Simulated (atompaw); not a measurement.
**Cutoff test, lithium, PAW (atompaw)**

```json
{"Element": "Li (Z = 3)", "Generator": "atompaw 4.2.0.5", "Type": "PAW", "Functional": "PBE", "Relativity": "scalar-relativistic", "Frozen core": "none", "Valence charge": "3", "Reference configuration": "1s2 2s1 2p0", "Partial waves": "1s (bound): rc 0.50 bohr; 2s (bound): rc 3.00 bohr; 2p (bound, empty): rc 3.00 bohr; 2p channel at 0.6 Ry: rc 3.00 bohr", "Local potential": "ultrasoft scheme with l = 2 at 0 Ry, radius 2.30 bohr", "Core correction": "none", "Augmentation charge": "besselshape compensation charge, radius 2.80 bohr; PAW radius 3.00 bohr; waves and projectors: custom rrkj vanderbiltortho"}
```

The pseudo-atom Hamiltonian at the reference potential is diagonalised in spherical Bessel functions j_l(qr) that vanish at 20 bohr, with q² up to the cutoff. All-electron valence levels (Ry): 1s -3.8112, 2s -0.2112, 2p -0.0801.

Task: How do the lowest levels (Ry) of each channel move with the cutoff, and are there ghosts?

Result:

| cutoff (Ry) | s #1 | s #2 | s #3 | p #1 | d #1 | d #2 | f #1 | Σ f·Δε (mRy) |
| --- | --- | --- | --- | --- | --- | --- | --- | --- |
| 8 | -0.2112 | 0.0043 | 0.1059 | -0.0800 | 0.0439 | 0.1355 | 0.0982 | 7199.7 |
| 21 | -2.0711 | -0.2112 | 0.0051 | -0.0801 | 0.0439 | 0.1355 | 0.0982 | 3480.1 |
| 45 | -3.2576 | -0.2112 | 0.0050 | -0.0801 | 0.0439 | 0.1355 | 0.0982 | 1107.0 |
| 90 | -3.7261 | -0.2112 | 0.0050 | -0.0801 | 0.0439 | 0.1355 | 0.0982 | 170.0 |
| 160 | -3.8064 | -0.2112 | 0.0050 | -0.0801 | 0.0439 | 0.1355 | 0.0982 | 9.5 |
| 300 | -3.8110 | -0.2112 | 0.0050 | -0.0801 | 0.0439 | 0.1355 | 0.0982 | 0.3 |
| 400 | -3.8111 | -0.2112 | 0.0050 | -0.0801 | 0.0439 | 0.1355 | 0.0982 | 0.0 |

Result: no extra level below or beside the all-electron valence levels (s, p, d, f tested); 10 mRy is reached at 160 Ry and 1 mRy at 230 Ry.
